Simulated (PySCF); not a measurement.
A GIAO shielding run with PySCF 2.14.0 with density-fitted response routines (density fitting, non-relativistic, gas phase) on `C=N[SiH2]N([SiH3])[SiH2]C`, C$_{2}$H$_{12}$N$_{2}$Si$_{3}$:

```
$ OMP_NUM_THREADS=1 python probes_run.py task.json out

{"job": {"kind": "nmr", "xc": "PBE0", "basis": "pcSseg-1"}, "charge": 0, "multiplicity": 1}
C      2.909617     0.426958     0.576027
N      1.796946     0.847814     0.203668
Si     0.886225     0.663460    -1.252626
N     -0.483944    -0.331963    -0.838768
Si    -0.224171    -2.042866    -0.682499
Si    -1.894480     0.444034    -0.155601
C     -1.609280     0.899215     1.662041
H      3.243401     0.626674     1.593149
H      3.609216    -0.134121    -0.051578
H      1.548583     0.011903    -2.386475
H      0.461151     2.023183    -1.557469
H      0.616419    -2.352854     0.484231
H     -1.533474    -2.673389    -0.538965
H      0.452661    -2.505932    -1.896799
H     -3.005416    -0.502257    -0.300762
H     -2.148362     1.635662    -0.972415
H     -2.431231     1.485395     2.061781
H     -1.506737     0.009043     2.277509
H     -0.696929     1.479292     1.768089
```

Hardware: 1 thread of an Arm Neoverse V1, shared host. The job also computes population analyses, field gradients.

**Question.** How large is the calculation?

**Answer.** 80 electrons, 200 basis functions and 1101 auxiliary functions.

**Question.** How long does it take, and how much memory does it need?

**Answer.** 49 s of wall time, with 14 SCF cycles and 5 response iterations; peak memory 0.91 GiB. Times on a shared host scatter by some tens of per cent.
